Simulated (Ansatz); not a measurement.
## Which is lower?

The two ends of one reaction step of Si$_{2}$N$_{2}$H$_{12}$, closed shell (PBE0-D4/def2-TZVP).

A:

```xyz
16
angstrom
Si -1.6329 -0.5720 -1.8853
H -1.7832 -1.9533 -1.3568
H -2.6656 0.3105 -1.2814
H -1.9307 -0.6393 -3.3492
Si 0.5179 0.2547 -1.5251
H -0.1092 -0.0893 1.5639
N -0.9392 -0.3986 1.0546
H 2.3968 0.1443 1.4524
N 1.8161 0.6338 2.1231
H 1.3807 -0.7368 -0.8265
H 0.5029 1.5208 -0.7436
H 1.1996 0.5653 -2.8196
H -1.1292 -1.3565 1.3225
H -1.7229 0.1604 1.3686
H 2.2553 0.5412 3.0306
H 1.8437 1.6148 1.8719
```

B:

Si1  (-1.294, -0.434, -0.719)
H2  (2.475, -1.799, -0.571)
H3  (-2.348, -0.724, -1.743)
H4  (-0.786, -1.746, -0.245)
Si5  (0.362, 0.847, -1.766)
H6  (0.114, 0.204, 1.801)
N7  (-1.880, 0.429, 0.675)
H8  (2.161, -1.433, 0.005)
N9  (1.070, -0.115, 1.936)
H10  (0.972, 0.067, -2.876)
H11  (1.424, 1.289, -0.827)
H12  (-0.272, 2.062, -2.357)
H13  (-2.580, -0.029, 1.241)
H14  (-2.139, 1.396, 0.545)
H15  (1.083, -0.710, 2.755)
H16  (1.638, 0.696, 2.146)
(Å)

Ansatz 0.2.0; basis: def2-TZVPP; cores frozen in the correlated methods. B3LYP uses VWN-RPA correlation.

Task: Which structure is lower at CCSD(T), and by how much? (Judge from chemistry; the value comes from the calculation.)

Result: By the calculation: A, by 0.055 eV (electronic energy, against the other). By their contacts, A is a complex of Si₂H₆ ([SiH3][SiH3]) + NH₃ + NH₃ and B is a complex of Si₂NH₇ ([NH2][SiH2][SiH3]) + NH₃ + H₂.

Task: Do the other methods give the same order? (A judgement: the text doesn't fix the answer.)

Result: Computed: Not all: MP2 gives the other order.

| method | E(B) − E(A) (eV) |
| --- | --- |
| SPW92 | 0.148 |
| PBE-D4 | 0.085 |
| BLYP-D4 | 0.026 |
| r2SCAN-D4 | 0.044 |
| B97M-V | 0.097 |
| PBE0-D4 | 0.088 |
| B3LYP-D4 | 0.035 |
| r2SCAN0-D4 | 0.055 |
| BHLYP-D4 | 0.044 |
| CAM-B3LYP-D4 | 0.039 |
| wB97X-V | 0.049 |
| wB97M-V | 0.057 |
| B2PLYP | 0.035 |
| PBE-QIDH | 0.064 |
| RPA on PBE | 0.056 |
| HF | 0.054 |
| MP2 | -0.006 |
| CCSD | 0.065 |
| CCSD(T) | 0.055 |

The T1 diagnostic stays at or below 0.011.

Labels in which every atom is bracketed show which atoms are joined, not bond orders.

For scale, one of the runs: CCSD(T)/def2-TZVPP, 314 basis functions, launched by `ansatz run in.yaml --threads 8 --pin off --events-out ev --progress --plain --max-ram 19148MiB`. The run took 120 s on 8 CPU threads of an AMD EPYC 7R43 (shared host), with 12 GiB of host memory at its peak.
